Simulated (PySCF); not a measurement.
Si(Cl)(Br)(OH)2, H2BrClO2Si, SMILES O[Si](O)(Cl)Br, PBE0/def2-SVP optimised geometry.

```
7

O     -1.17    -1.77    -1.37
Si    -0.71    -1.01     0.00
O     -1.33     0.51     0.00
Cl     1.33    -1.01     0.00
Br    -1.39    -2.07     1.82
H     -2.11    -1.72    -1.60
H     -1.31     1.01     0.82
```

Density from PBE0/def2-TZVP run with PySCF at that geometry.

Minimum of the electron density along straight lines between bonded atoms, close to the bond critical point (lines longer than 1.1 times the sum of covalent radii, or with two minima, are not listed):

| bond | length / Å | ρ at the minimum / e bohr⁻³ | ∇²ρ there / e bohr⁻⁵ | position (fraction from the first atom) |
|---|---|---|---|---|
| O1–Si2 | 1.634 | 0.146 | 0.85 | 0.59 |
| Si2–O3 | 1.641 | 0.143 | 0.83 | 0.41 |
| Si2–Cl4 | 2.041 | ? | ? | 0.36 |
| Si2–Br5 | 2.219 | 0.092 | ? | 0.35 |
| O1–H6 | 0.963 | 0.352 | -2.42 | 0.81 |
| O3–H7 | 0.962 | 0.353 | -2.43 | 0.81 |

Problem. Complete the blanks.

Solution. 
- Si2–Cl4, ρ at the minimum / e bohr⁻³: 0.104
- Si2–Cl4, ∇²ρ there / e bohr⁻⁵: 0.23
- Si2–Br5, ∇²ρ there / e bohr⁻⁵: 0.07
